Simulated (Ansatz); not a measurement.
CuBr₂, that is [CuBr2]- with one electron fewer. The state is a doublet with charge 0. Geometry PBE-D4/def2-TZVPD.

```xyz
3

Cu    0.000    0.000    0.000
Br    1.343    0.261   -1.743
Br   -1.343   -0.261    1.743
```

At PBE-D4/def2-TZVPD the gap within one spin of the relaxed charge 0 doublet nearly closes, so an electron or hole may be smeared out by delocalisation error.

(1) Estimate the α-spin orbital energies around the gap (eV) in Ansatz with PBE-D4/def2-TZVPD, PBE0-D4/def2-TZVPD.

Results:

(1) 
```
orbital  PBE-D4/def2-TZVPD  PBE0-D4/def2-TZVPD
 HOMO−5              -8.26               -9.84
 HOMO−4              -8.24               -9.68
 HOMO−3              -7.83               -9.51
 HOMO−2              -7.67               -9.10
 HOMO−1              -7.54               -9.03
   HOMO              -6.99               -8.53
   LUMO              -1.78               -1.04
 LUMO+1              -0.71               -0.07
 LUMO+2              -0.55                0.07
 LUMO+3               0.07                0.52
 LUMO+4               0.68                1.14
 LUMO+5               0.87                1.25
 β HOMO              -6.81               -8.36
 β LUMO              -6.83               -6.13
```
